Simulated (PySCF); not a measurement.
Input file for PySCF: R-B3LYP/6-31G* on NH3 (SMILES N).

```python
from pyscf import gto, scf, dft, mp
from pyscf.data.elements import chemcore

mol = gto.M(
    atom='''
    N    -0.06426243   -0.11648452    0.07645493
    H    -0.90630648   -0.68055080    0.07660414
    H    -0.34211261    0.83583316   -0.13135445
    H     0.52021951   -0.43874063   -0.68637640
    ''',
    basis='6-31g*',
    cart=True,
    charge=0, spin=0, verbose=3, max_memory=1800)
mf = dft.RKS(mol, xc='b3lyp')
mf.conv_tol = 1e-8
mf.max_cycle = 100
mf.kernel()
if not mf.converged:
    mf = mf.newton().run(mf.mo_coeff, mf.mo_occ)
```

Problem. Give the final energy of this run.

Solution. -56.5478 hartree.
